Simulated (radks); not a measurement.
Task: Species: Te4+. Configuration: [Ar] 3d10 4s2 4p4 4d10 5s2 5p2 (not the ground configuration). All-electron calculation, Dirac Kohn-Sham, RPBE, spin-unpolarised, spherical densities, finite nucleus; open shells are shared between the two j in proportion to 2j + 1; Fermi nuclear charge, rms radius 4.7423 fm. Program: a radial shooting solver on a logarithmic mesh with Libxc functionals. Some entries of the table are withheld. Estimate them.

orbital,occ.,eigenvalue (eV),<r^2> (bohr^2),r(max) (bohr)
1s1/2,2,-31678.74,0.001048,0.01793
2s1/2,2,-4914.763,0.01687,0.1015
2p1/2,2,-4609.122,(1),0.07794
2p3/2,4,-4334.537,(2),0.08264
3s1/2,2,-1032.232,0.1183,0.2927
3p1/2,2,-906.5416,0.1131,0.2791
3p3/2,4,-855.2925,0.1213,0.2896
3d3/2,4,-633.7312,0.1026,(3)
3d5/2,6,-623.0078,0.1050,(4)
4s1/2,2,-226.6643,0.6416,0.6970
4p1/2,1.33333,-182.8420,0.7024,0.7155
4p3/2,2.66667,-172.6695,0.7496,0.7387
4d3/2,4,(5),0.9628,0.7872
4d5/2,6,(6),0.9831,0.7950
5s1/2,2,-59.4691,3.497,1.628
5p1/2,0.666667,-47.5763,4.307,1.785
5p3/2,1.33333,-45.9264,4.563,1.840

Result: 
(1) 2p1/2 <r^2> (bohr^2): 0.01250
(2) 2p3/2 <r^2> (bohr^2): 0.01379
(3) 3d3/2 r(max) (bohr): 0.2360
(4) 3d5/2 r(max) (bohr): 0.2390
(5) 4d3/2 eigenvalue (eV): -101.7614
(6) 4d5/2 eigenvalue (eV): -100.1106
